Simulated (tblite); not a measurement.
Compound: C6H7SSi (doublet state).
Bonds: Si1–S2, S2–C3, C3–C4 (aromatic), C4–C5 (aromatic), C5–C6 (aromatic), C6–C7 (aromatic), C7–C8 (aromatic), C3–C8 (aromatic). Hydrogens: H9, H10, H11 on Si1; H12 on C4; H13 on C5; H14 on C7; H15 on C8.

Computed geometry: GFN2-xTB, gas phase. This method treats the open shell by occupation alone, without spin polarisation.

(1) Give the optimised bond lengths and angles.

Answers

(1) 
```json
{"bond": "Si1–S2", "length (pm)": "215.1"}
{"bond": "S2–C3", "length (pm)": "177.6"}
{"bond": "C3–C4, C3–C8", "length (pm)": "138.8"}
{"bond": "C4–C5, C7–C8", "length (pm)": "139.2"}
{"bond": "C5–C6, C6–C7", "length (pm)": "136.3"}
{"bond": "Si1–H9, Si1–H10, Si1–H11", "length (pm)": "145.6"}
{"bond": "C4–H12, C8–H15", "length (pm)": "108.0"}
{"bond": "C5–H13, C7–H14", "length (pm)": "107.9"}
```

Bonds in one row agree within 1 pm and their mean is given. A selection of angles:
```json
{"angle": "Si1–S2–C3", "degrees": "106.9"}
{"angle": "S2–C3–C4", "degrees": "116.2"}
{"angle": "S2–C3–C8", "degrees": "123.3"}
{"angle": "C4–C3–C8", "degrees": "120.4"}
{"angle": "C3–C4–C5", "degrees": "120.1"}
{"angle": "C4–C5–C6", "degrees": "117.4"}
{"angle": "C5–C6–C7", "degrees": "124.6"}
```

Torsions: Si1–S2–C3–C4 -178° (antiperiplanar).

Of the pairs four or more bonds apart, Si1···H15 is among the closest relative to their van der Waals radii: 2.70 Å, 82 % of the sum of Bondi's values. C4 (carbon bonded to 2 C and H) is planar (angles 120.4°, 120.1° and 119.5°, sum 360.0°, 0.00 Å off the plane of its three neighbours). C6 (carbon bonded to 2 C) is bent (angle 124.6°). Si1 (silicon bonded to S and 3 H) is distorted tetrahedral (angles from 101.2° to 112.9°). The 6 C–C bonds span 1.362 Å (C6–C7, aromatic) to 1.394 Å (C7–C8, aromatic), a spread of 0.032 Å. C5 (carbon bonded to 2 C and H) is planar (angles 122.4°, 120.2° and 117.4°, sum 360.0°, 0.00 Å off the plane of its three neighbours). The 8 heavy atoms lie in one plane (0.012 Å rms).

GFN2-xTB frequencies show an imaginary mode (23i cm⁻¹), so the point is no minimum at that level. 2 starts were optimised and ended at 0.00 and 0.21 kcal/mol (GFN2-xTB); the lowest of these is shown.

One conformer stands for the species.
